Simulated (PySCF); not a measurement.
Compound: 2-methylpyridine, C6H7N.
Structure used (PBE0-D3(BJ)/def2-TZVP), in Å, numbered top down from 1:
```
atom  x, y, z in Å
C1     2.198   -0.274   -0.071
C2     0.705   -0.172   -0.015
C3     0.070    1.069    0.019
C4    -1.310    1.121    0.054
C5    -2.024   -0.068    0.056
C6    -1.308   -1.253    0.023
N7     0.019   -1.314   -0.012
H8     2.571    0.047   -1.048
H9     2.668    0.363    0.682
H10    2.502   -1.307    0.091
H11    0.660    1.979    0.018
H12   -1.824    2.075    0.082
H13   -3.106   -0.079    0.084
H14   -1.828   -2.207    0.026
```

Level of theory: PySCF 2.14.0, PBE0-D3(BJ)/def2-TZVP geometry optimisation, gas phase.

Masses are those of the commonest isotopes; rigid-rotor values at the optimised geometry. 

Question: What are A, B and C (MHz)?

Answer: Ia = 87.56, Ib = 190.02, Ic = 274.45 u·Å²; 505379 MHz·u·Å²/I gives A = 5772, B = 2660, C = 1841 MHz.

Question: Classify the top.

Answer: An asymmetric top. Ray's parameter κ = (2B − A − C)/(A − C) = -0.584; −1 is the prolate and +1 the oblate limit.

Question: What does the inertial defect say?

Answer: Not planar: Δ = Ic − Ia − Ib = -3.13 u·Å². For a rigid frame Δ = −2 Σ m c², so Σ m c² = 1.56 u·Å² lies off the ab plane, practically all of it from hydrogen. The atom farthest from that plane is 0.97 Å away.

Question: Where do the levels up to J = 3 lie, in cm⁻¹?

Answer: Above 0(0,0):
J = 1: 1(0,1) 0.1501, 1(1,1) 0.2540, 1(1,0) 0.2813
J = 2: 2(0,2) 0.4457, 2(1,2) 0.5269, 2(1,1) 0.6088, 2(2,1) 0.9203, 2(2,0) 0.9250
J = 3: 3(0,3) 0.8782, 3(1,3) 0.9337, 3(1,2) 1.0969, 3(2,2) 1.3707, 3(2,1) 1.3934, 3(3,1) 1.9607, 3(3,0) 1.9613

Question: Which lines would a microwave search look for?

Answer: The dipole components are |μa| = 0.66 D, |μb| = 1.78 D, |μc| = 0.03 D. The squared components, which scale the intensities, stand as 0.14 : 1.00 : 0.00 (a : b : c). Some lines, for components of 0.1 D or more:

```
type  branch         J(Ka,Kc)    MHz  lower level (cm⁻¹)
   b       Q  1(1,0) ← 1(0,1)   3931               0.150
   b       Q  2(1,1) ← 2(0,2)   4890               0.446
   b       R  3(0,3) ← 2(1,2)  10529               0.527
   b       R  4(1,3) ← 3(2,2)  11101               1.371
   b       R  2(1,2) ← 1(0,1)  11296               0.150
   a       R  3(2,1) ← 2(2,0)  14042               0.925
   b       R  3(1,3) ← 2(0,2)  14630               0.446
   a       R  4(0,4) ← 3(0,3)  16790               0.878
   b       Q  3(3,1) ← 3(2,2)  17689               1.371
   a       R  4(2,3) ← 3(2,2)  17894               1.371
   a       R  4(3,1) ← 3(3,0)  18337               1.961
   a       R  4(1,3) ← 3(1,2)  19308               1.097
   b       Q  4(4,0) ← 4(3,1)  24332               2.573
   b       Q  4(4,1) ← 4(3,2)  24437               2.569
   b       R  4(2,3) ← 3(1,2)  26101               1.097
   b       R  4(3,2) ← 3(2,1)  35255               1.393
   b       R  4(4,0) ← 3(3,1)  42685               1.961
```

Whether it is a minimum is left open (no frequencies). These are rigid-rotor constants of the computed structure; measured ground-state constants (B0) also hold zero-point vibration. A rigid rotor knows nothing of internal rotation, which can split or shift real lines. Quadrupole hyperfine structure (14N) is left out.

The run took 3.4 min wall on one thread of an Arm Neoverse V1, shared host with 32 logical CPUs at a one-minute load of 14, and the process peaked at 1.3 GiB of memory. That covers the optimisation of the geometry.
